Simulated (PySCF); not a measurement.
Si(F)(Br)(NH2)2 (BrFH4N2Si), SMILES N[Si](Br)(N)F.

Geometry: ωB97X-D3(BJ)/def2-SVP. The structure was generated by enumeration, and PubChem lists no compound with its InChIKey, so it may never have been made. The values are those of a single conformer.

Method: PySCF with PBE/def2-TZVP.

Gas-phase values at a fixed geometry.

```yaml
total_energy: -3074.93977 hartree
highest_occupied_level: -6.48 eV
lowest_empty_level: -0.37 eV
orbital_gap: 6.11 eV
dipole_moment: 2.61 D
quadrupole, principal values (traceless, Buckingham form, about the centre of nuclear charge): -9.74, 1.20, 8.54 D·Å
mean_static_polarisability: 58.5 bohr³ (8.67 Å³)
polarisability_principal_values: 49.4, 56.7, 69.5 bohr³
```
